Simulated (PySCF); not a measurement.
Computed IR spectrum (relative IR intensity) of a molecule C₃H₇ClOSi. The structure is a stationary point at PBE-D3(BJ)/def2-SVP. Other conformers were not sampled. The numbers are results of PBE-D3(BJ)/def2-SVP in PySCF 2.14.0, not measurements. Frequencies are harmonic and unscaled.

Lines under 2 % of the strongest are left out, and lines within 2 cm⁻¹ are merged.

ν (cm⁻¹): 66 (vw), 108 (w), 168 (vw), 317 (w), 467 (m), 518 (m), 610 (w), 645 (w), 736 (vw), 773 (w), 788 (w), 845 (vs), 868 (w), 897 (s), 967 (vw), 1016 (vw), 1149 (m), 1301 (w), 1347 (vw), 1357 (w), 1385 (w), 1764 (s), 2178 (m), 2211 (m), 2849 (s), 2940 (w), 2989 (w), 3000 (vw) (against the strongest line: vs over 80 %, s over 45 %, m over 15 %, w over 4 %, vw less)

Question: Which molecule gave these data?
(A) O=CCC[SiH2]Cl
(B) C=C(Cl)CO[SiH3]
(C) C=C(Cl)[Si@@H](C)O
(D) Cl[SiH2][C@H]1CCO1

Answer: A, O=CCC[SiH2]Cl
